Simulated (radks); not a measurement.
Task: Radial electron density D(r) = 4 pi r^2 rho(r) of an atom or ion with 1 electrons. All-electron calculation, non-relativistic Kohn-Sham, PBE, spin-polarised, spherical densities, point nucleus. Program: a radial shooting solver on a logarithmic mesh with Libxc functionals.

| r (bohr) | D(r) (e/bohr) |
|---|---|
| 0.02846 | 0.07454 |
| 0.03314 | 0.09820 |
| 0.03858 | 0.1288 |
| 0.04491 | 0.1679 |
| 0.05228 | 0.2176 |
| 0.06086 | 0.2799 |
| 0.07085 | 0.3570 |
| 0.08249 | 0.4508 |
| 0.09603 | 0.5627 |
| 0.1118 | 0.6929 |
| 0.1301 | 0.8399 |
| 0.1515 | 0.9997 |
| 0.1764 | 1.165 |
| 0.2053 | 1.324 |
| 0.239 | 1.463 |
| 0.2783 | 1.564 |
| 0.324 | 1.608 |
| 0.3771 | 1.581 |
| 0.4356 | 1.484 |
| 0.5071 | 1.310 |
| 0.5903 | 1.080 |
| 0.6872 | 0.8219 |
| 0.8 | 0.5713 |
| 0.9314 | 0.3576 |
| 1.084 | 0.1983 |
| 1.262 | 0.09552 |
| 1.469 | 0.03898 |
| 1.711 | 0.01310 |
| 1.991 | 0.003515 |

What is the nuclear charge?

Result: Z = 3. The innermost maximum, from 1s, lies near 1/Z = 0.333 bohr (found: 0.332), and its height grows with Z. The density is that of the lithium ion Li2+ in 1s1; the configuration itself is not fixed sharply by these data. D(r) has 1 maximum, at r = 0.332 bohr.
